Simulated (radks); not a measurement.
The numbers below are computed, except where a source is named.
All-electron atom: Kr IV in [Ar] 3d10 4s2 4p3 (the NIST ground configuration). Level of theory: scalar-relativistic Kohn-Sham, PBEsol, spin-polarised, spherical densities, point nucleus; open shells are filled with parallel spins first (a radial shooting solver on a logarithmic mesh with Libxc functionals).

Normalised radial functions P(r) = r R(r), r in bohr:

r          3d up    4p up  4p down
0.001603  0.0000   0.0006   0.0006
0.00241   0.0000   0.0012   0.0012
0.003624  0.0000   0.0026   0.0026
0.005494  0.0001   0.0056   0.0056
0.008262  0.0004   0.0117   0.0117
0.01242   0.0014   0.0239   0.0239
0.01868   0.0044   0.0473   0.0473
0.0281    0.0133   0.0886   0.0886
0.04259   0.0390   0.1537   0.1537
0.06405   0.1043   0.2288   0.2289
0.09631   0.2525   0.2668   0.2668
0.1448    0.5319   0.1773   0.1771
0.2178    0.9293  -0.0922  -0.0927
0.3302    1.2796  -0.3906  -0.3906
0.4965    1.2913  -0.3425  -0.3401
0.7467    0.9123   0.1736   0.1795
1.123     0.4199   0.7501   0.7487
1.689     0.1093   0.8352   0.8244
2.539     0.0121   0.4260   0.4371
3.849     0.0003   0.0858   0.0966
5.788     0.0000   0.0051   0.0067

3d up: eigenvalue -121.77 eV, 0 radial nodes, <r> = 0.555 bohr, 90 % of the charge inside 0.909 bohr. 4p up: eigenvalue -44.707 eV, 2 radial nodes at r = 0.194, 0.667 bohr, <r> = 1.65 bohr, 90 % of the charge inside 2.43 bohr. 4p down (empty): eigenvalue -41.043 eV, 2 radial nodes at r = 0.194, 0.665 bohr, <r> = 1.67 bohr, 90 % of the charge inside 2.48 bohr.
